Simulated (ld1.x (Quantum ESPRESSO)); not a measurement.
Ag (Z = 47) PAW: all-electron and pseudo phase curves

Ag (Z = 47), PAW, made with ld1.x (Quantum ESPRESSO) 7.5 (revPBE, scalar-relativistic). Core [Ar] 3d10, reference 4s2 4p6 4d10 5s1 5p0. Waves: 4s (bound): rcut 1.30, rcutus 1.75 bohr; 5s (bound): rcut 1.30, rcutus 1.75 bohr; 4p (bound): rcut 1.90, rcutus 2.25 bohr; 5p (bound, empty): rcut 1.90, rcutus 2.25 bohr; 4d (bound): rcut 1.35, rcutus 1.65 bohr; 4d channel at -0.1 Ry: rcut 1.35, rcutus 1.65 bohr; 4f channel at -0.1 Ry: rcut 1.75, rcutus 2.05 bohr; 4f channel at 1.4 Ry: rcut 1.75, rcutus 2.05 bohr. Local part: all-electron potential smoothed inside 2.10 bohr (lloc = -2). Core correction: Bessel-smoothed model core, default radius (core density twice the valence density). Augmentation charge: PSQ, inside the norm-conserving radii.

The phase is arctan(r·u′/u) with u = r·R(r), unwrapped; energies in Ry, scanned from -9 to 5 Ry. A pole is an energy at which the radial function vanishes at the test radius. The pseudo phase is shifted by a multiple of π to meet the all-electron one at the reference energy, and phase errors are pseudo minus all-electron; the curves can meet again beyond the range given. Levels narrower than the energy grid can be missing from the lists of poles. n/a: not evaluated, since a narrow level or a reset projector energy made the automatic matching unsafe.

```json
{"channel": "s", "radius (bohr)": "2.44", "reference energy (Ry)": "-0.32", "poles, all-electron": "2.49", "poles, pseudo": "2.49", "unbroken range about the reference energy with phases within 0.05 rad": "n/a", "phase error 1 Ry above the reference energy (rad)": "n/a"}
{"channel": "p", "radius (bohr)": "2.44", "reference energy (Ry)": "-0.05", "poles, all-electron": "-4.25, 3.88", "poles, pseudo": "-4.25, 4.27", "unbroken range about the reference energy with phases within 0.05 rad": "the whole range", "phase error 1 Ry above the reference energy (rad)": "+0.016"}
{"channel": "d", "radius (bohr)": "2.44", "reference energy (Ry)": "-0.54", "poles, all-electron": "-0.23", "poles, pseudo": "-0.23", "unbroken range about the reference energy with phases within 0.05 rad": "the whole range", "phase error 1 Ry above the reference energy (rad)": "-0.000"}
{"channel": "f", "radius (bohr)": "2.44", "reference energy (Ry)": "-0.10", "poles, all-electron": "3.85", "poles, pseudo": "3.88", "unbroken range about the reference energy with phases within 0.05 rad": "the whole range", "phase error 1 Ry above the reference energy (rad)": "+0.000"}
```

Phases in the d channel:

| E (Ry) | all-electron | pseudo |
| --- | --- | --- |
| -9.00 | 1.436 | 1.436 |
| -8.76 | 1.434 | 1.434 |
| -8.52 | 1.432 | 1.432 |
| -8.28 | 1.430 | 1.430 |
| -8.04 | 1.428 | 1.428 |
| -7.80 | 1.426 | 1.426 |
| -7.56 | 1.423 | 1.423 |
| -7.32 | 1.421 | 1.421 |
| -7.08 | 1.419 | 1.419 |
| -6.84 | 1.416 | 1.416 |
| -6.60 | 1.413 | 1.413 |
| -6.36 | 1.410 | 1.410 |
| -6.12 | 1.407 | 1.407 |
| -5.88 | 1.404 | 1.404 |
| -5.64 | 1.400 | 1.400 |
| -5.40 | 1.397 | 1.397 |
| -5.16 | 1.393 | 1.393 |
| -4.92 | 1.388 | 1.388 |
| -4.68 | 1.384 | 1.384 |
| -4.44 | 1.379 | 1.379 |
| -4.20 | 1.373 | 1.373 |
| -3.96 | 1.367 | 1.367 |
| -3.72 | 1.360 | 1.360 |
| -3.48 | 1.353 | 1.353 |
| -3.24 | 1.344 | 1.344 |
| -3.00 | 1.335 | 1.335 |
| -2.76 | 1.324 | 1.324 |
| -2.52 | 1.310 | 1.310 |
| -2.28 | 1.294 | 1.294 |
| -2.04 | 1.274 | 1.274 |
| -1.80 | 1.247 | 1.247 |
| -1.56 | 1.208 | 1.208 |
| -1.32 | 1.146 | 1.146 |
| -1.08 | 1.021 | 1.021 |
| -0.84 | 0.627 | 0.627 |
| -0.60 | -0.848 | -0.848 |
| -0.36 | -1.463 | -1.463 |
| -0.12 | -1.630 | -1.630 |
| 0.12 | -1.713 | -1.713 |
| 0.36 | -1.770 | -1.770 |
| 0.60 | -1.819 | -1.819 |
| 0.84 | -1.866 | -1.866 |
| 1.08 | -1.917 | -1.917 |
| 1.32 | -1.978 | -1.978 |
| 1.56 | -2.055 | -2.055 |
| 1.80 | -2.160 | -2.160 |
| 2.04 | -2.312 | -2.312 |
| 2.28 | -2.546 | -2.545 |
| 2.52 | -2.902 | -2.899 |
| 2.76 | -3.354 | -3.349 |
| 3.00 | -3.760 | -3.754 |
| 3.24 | -4.039 | -4.033 |
| 3.48 | -4.218 | -4.213 |
| 3.72 | -4.336 | -4.332 |
| 3.96 | -4.419 | -4.415 |
| 4.20 | -4.480 | -4.476 |
| 4.44 | -4.527 | -4.523 |
| 4.68 | -4.564 | -4.560 |
| 4.92 | -4.594 | -4.590 |
